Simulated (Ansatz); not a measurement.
Steps of a relaxation of `F[BH][AlH][F]` with RKS PBE-D4/def2-SVP.

```sh
$ ansatz run in.yaml --threads 2 --pin off --events-out ev --progress --plain --max-ram 4352MiB
```

```yaml
crystal:
  periodic: [false, false, false]
  atoms:
    - {symbol: F, position_ang: [0.373700, -0.290600, -2.122200]}
    - {symbol: B, position_ang: [0.720600, 0.155700, -0.807100]}
    - {symbol: Al, position_ang: [-0.600200, -0.099800, 0.769700]}
    - {symbol: F, position_ang: [-2.117100, -0.821300, 0.509900]}
    - {symbol: H, position_ang: [1.791300, 0.630500, -0.647000]}
    - {symbol: H, position_ang: [-0.126200, 0.361400, 2.250500]}
basis:
  gaussian: {orbitals: def2-SVP}
hamiltonian: {xc: pbe, dispersion: d4}
relax: {f_tol: 0.03, max_steps: 200}
```

Positions (Å) and forces (eV/Å) along the path, 8 of 8 steps:

```xyz
6
step=1 energy=-12724.4543 eV
F     0.374   -0.291   -2.122    0.901    1.006    2.619
B     0.721    0.156   -0.807   -1.217   -1.294   -3.260
Al   -0.600   -0.100    0.770   -0.683   -0.176    0.750
F    -2.117   -0.821    0.510    0.346    0.210    0.215
H     1.791    0.630   -0.647    0.966    0.394   -0.195
H    -0.126    0.361    2.251   -0.313   -0.140   -0.129
6
step=2 energy=-12724.6736 eV
F     0.412   -0.251   -2.132    0.381    0.369    1.583
B     0.757    0.119   -0.847   -0.532   -0.359   -1.853
Al   -0.594   -0.117    0.797   -0.279   -0.121    0.311
F    -2.130   -0.801    0.592    0.216    0.093   -0.009
H     1.846    0.650   -0.757    0.269    0.051    0.060
H    -0.249    0.337    2.301   -0.055   -0.033   -0.090
6
step=3 energy=-12724.6553 eV rejected
F     0.389   -0.272   -2.104    0.145   -0.146   -1.083
B     0.763    0.129   -0.920   -0.677   -0.007    1.681
Al   -0.588   -0.132    0.797    0.285    0.183   -0.142
F    -2.120   -0.788    0.580   -0.185   -0.101    0.015
H     1.826    0.657   -0.685    0.483    0.123   -0.501
H    -0.229    0.343    2.286   -0.051   -0.052    0.029
6
step=4 energy=-12724.7280 eV
F     0.418   -0.257   -2.111    0.005    0.025    0.107
B     0.749    0.134   -0.879   -0.047   -0.059   -0.110
Al   -0.595   -0.119    0.806   -0.035    0.035    0.043
F    -2.126   -0.799    0.595    0.040    0.001   -0.017
H     1.857    0.645   -0.762    0.053    0.023   -0.014
H    -0.261    0.331    2.306   -0.016   -0.024   -0.008
6
step=5 energy=-12724.7288 eV
F     0.413   -0.260   -2.107   -0.013   -0.018    0.047
B     0.750    0.130   -0.879   -0.016    0.055   -0.032
Al   -0.596   -0.107    0.810    0.011   -0.037   -0.021
F    -2.119   -0.799    0.586    0.004    0.007   -0.009
H     1.858    0.648   -0.770    0.028   -0.015   -0.011
H    -0.265    0.324    2.313   -0.013    0.008    0.026
6
step=6 energy=-12724.7299 eV
F     0.402   -0.266   -2.097    0.011   -0.001    0.026
B     0.758    0.137   -0.878   -0.068    0.006   -0.002
Al   -0.594   -0.106    0.812    0.050    0.007    0.024
F    -2.116   -0.798    0.579    0.013    0.005   -0.020
H     1.870    0.650   -0.787    0.011   -0.009   -0.005
H    -0.278    0.320    2.324   -0.017   -0.007   -0.023
6
step=7 energy=-12724.7306 eV
F     0.393   -0.273   -2.088   -0.003    0.000    0.003
B     0.757    0.142   -0.876   -0.007    0.003    0.011
Al   -0.589   -0.101    0.817    0.031    0.001    0.013
F    -2.106   -0.796    0.566    0.002    0.003   -0.012
H     1.874    0.649   -0.799   -0.015   -0.006    0.000
H    -0.286    0.314    2.334   -0.008   -0.001   -0.015
6
step=8 energy=-12724.7309 eV
F     0.386   -0.273   -2.084    0.001    0.001    0.001
B     0.757    0.141   -0.874    0.001   -0.001    0.002
Al   -0.584   -0.101    0.819    0.003    0.000    0.002
F    -2.100   -0.794    0.557    0.000    0.001   -0.001
H     1.874    0.648   -0.802   -0.001    0.000   -0.004
H    -0.291    0.315    2.337   -0.003   -0.001    0.001
```

Hardware: 2 threads of an Arm Neoverse V2 on a shared host. Wall time 7.5 s, peak host memory 0.13 GiB.
